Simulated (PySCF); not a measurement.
ORD: SMILES N[C@]12CCC[C@@]1(F)C2, C6H10FN

Geometry:
```
atom   x (Å)   y (Å)   z (Å)
  N1   2.249  -0.124  -0.213
  C2   0.824  -0.182  -0.247
  C3   0.122   0.998  -0.897
  C4  -1.333   0.933  -0.406
  C5  -1.303   0.218   0.954
  C6  -0.080  -0.660   0.868
  F7   0.427  -1.111   2.061
  C8   0.127  -1.515  -0.349
  H9   2.632  -0.942   0.249
 H10   2.563   0.699   0.292
 H11   0.189   0.961  -1.984
 H12   0.606   1.917  -0.560
 H13  -1.773   1.925  -0.327
 H14  -1.936   0.358  -1.109
 H15  -2.217  -0.348   1.141
 H16  -1.165   0.927   1.773
 H17  -0.685  -1.657  -1.044
 H18   0.745  -2.390  -0.212
```

Method used: TDDFT PBE0/def2-SVPD circular dichroism and optical rotation, one conformer, gas phase in PySCF 2.14.0. Geometry: GFN2-xTB.

The molecule is flexible and this is one conformer; a measurement averages over conformers. States above about 6.4 eV (minus the energy of the highest occupied orbital) lie near or above the ionisation threshold and depend on the basis.

Stereocentres: C2 S, C6 R.

Q: What is the specific rotation at 633, 589.3, 546, 436, 405, 365, 355 nm?

A: [α] in deg dm⁻¹ (g/mL)⁻¹:
| λ (nm) | origin-invariant length gauge | modified velocity gauge | length gauge (centre of mass) | isotropic polarisability (au) |
| --- | --- | --- | --- | --- |
| 633 | +45.1 | +46.0 | +46.6 | 76.1 |
| 589.3 | +52.5 | +53.6 | +54.2 | 76.4 |
| 546 | +61.8 | +63.0 | +63.8 | 76.7 |
| 436 | +100.0 | +102.0 | +103.4 | 77.9 |
| 405 | +117.0 | +119.3 | +121.0 | 78.4 |
| 365 | +145.0 | +147.7 | +150.1 | 79.4 |
| 355 | +153.0 | +155.9 | +158.6 | 79.7 |

Q: And for the mirror image at 589.3 nm?

A: -52.5 deg dm⁻¹ (g/mL)⁻¹ (origin-invariant length gauge): the same size and the opposite sign.

Q: What is the molar rotation [Φ] = [α]·M/100 of the geometry above at 589.3 nm?

A: With M = 115.15 g/mol, +60.5 deg cm² dmol⁻¹ (origin-invariant length gauge).

The first excitation lies at 5.90 eV (210 nm) with R = -9.9 × 10⁻⁴⁰ esu² cm² (velocity form).
